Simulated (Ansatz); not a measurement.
A run for Ansatz (an electronic-structure program): U-PBE/def2-TZVPP on SbH, 2S+1 = 3, a spin state set in the input, which need not be the lowest, a point of a bond scan (R = 1.723 Å). Elements past Kr take the def2 small-core potentials; no spin–orbit coupling.

Ansatz 0.2 input:
```yaml
crystal:
  periodic: [false, false, false]
  atoms:
    - {symbol: H, position_ang: [0.00000000, 0.00000000, 0.00000000]}
    - {symbol: Sb, position_ang: [0.00000000, 0.00000000, 1.72300900]}
basis:
  gaussian:
    orbitals: def2-TZVPP
    pivot_positions_ang: [[0.00000000, 0.00000000, 0.00000000], [0.00000000, 0.00000000, 1.72300900]]
hamiltonian:
  xc: {name: PBE}
magnetization: {spin_polarized: true, initial_magnetization: 2}
output: {forces: true, orbitals: {seedname: ./end}}
```

The head of its log:

```
WARN ansatz: RAYON_NUM_THREADS=2 ignored (pool sized by the plan → 2); use --threads N
Functional definition: PBE
integrals: 0.01 GiB planned
442 factors; their error is unknown
mean field: 0.16 GiB planned
mean field evaluation 1: about -6552.1465 eV, gradient 7.6e0 eV
mean field evaluation 2: about -6552.0564 eV, gradient 9.2e0 eV
```

**Question.** Predict the final total energy.

**Answer.** -240.8043 hartree.
